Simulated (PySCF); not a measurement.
Cartesian coordinates in Å; atom numbers follow the order of the lines, from 1:
```xyz
19

Si   -2.771   -0.375   -0.842
C    -2.054   -0.002    0.873
C    -0.591    0.332    0.800
C    -0.185    1.668    0.609
C     1.163    2.056    0.492
C     2.049    1.005    0.575
C     1.673   -0.281    0.753
C     0.371   -0.706    0.875
C     3.138   -0.013    0.651
H    -4.224   -0.719   -0.740
H    -2.044   -1.529   -1.453
H    -2.617    0.818   -1.728
H    -2.631    0.827    1.313
H    -2.225   -0.884    1.511
H    -0.962    2.436    0.553
H     1.437    3.105    0.351
H     0.061   -1.744    1.023
H     3.679   -0.299   -0.263
H     3.765   -0.073    1.554
```

[PySCF 2.14: shielding tensors at PBE0/pcSseg-1 (GIAO); structure optimised with PBE0-D3(BJ)/def2-SVP; in vacuum; a single conformation; one averaged value for each set of equivalent atoms; non-relativistic]

References, each an isolated molecule treated in the same way: TMS for ¹³C (σref 184.41).

Do the ¹³C shifts follow the atomic charges (in e)? Tabulate both.

Results:


| atoms | hybridisation | δ (ppm) | σ para (ppm) | Hirshfeld | IAO | Mulliken | ESP-fitted |
| --- | --- | --- | --- | --- | --- | --- | --- |
| C3 | sp2 | 146.4 | -225 | +0.01 | +0.01 | -0.29 | +0.12 |
| C4 | sp2 | 133.8 | -203 | -0.05 | -0.17 | -0.06 | -0.17 |
| C7 | sp2 | 132.5 | -210 | -0.02 | -0.02 | -0.09 | +0.20 |
| C6 | sp2 | 128.0 | -219 | -0.03 | -0.03 | -0.10 | +0.18 |
| C5 | sp2 | 119.9 | -189 | -0.04 | -0.15 | -0.08 | -0.33 |
| C8 | sp2 | 118.8 | -186 | -0.05 | -0.17 | -0.03 | -0.39 |
| C9 | sp3 | 21.9 | -102 | -0.06 | -0.25 | -0.08 | -0.50 |
| C2 | sp3 | 20.1 | -86 | -0.15 | -0.53 | -0.41 | -0.37 |

Correlation coefficients of δ with charge over these carbons: Hirshfeld +0.79, IAO +0.85, Mulliken +0.40, ESP-fitted +0.68; with the paramagnetic shielding -0.99. Among the 6 sp2 carbons alone: Hirshfeld +0.77, IAO +0.69, Mulliken -0.83, ESP-fitted +0.67. With so few points, grouped by hybridisation, these coefficients are fragile. Charge is one influence among several: hybridisation and low-lying excitations act through the paramagnetic term.

Shifts are as computed. Against solution values, carbons near 30 ppm lie about +2 ppm off and those near 130 ppm about +5 ppm. Of 1211 compounds with measured shifts, 218 miss one by over three times the rms of a fit or turn the order of signals round; such compounds aren't used in these exercises.
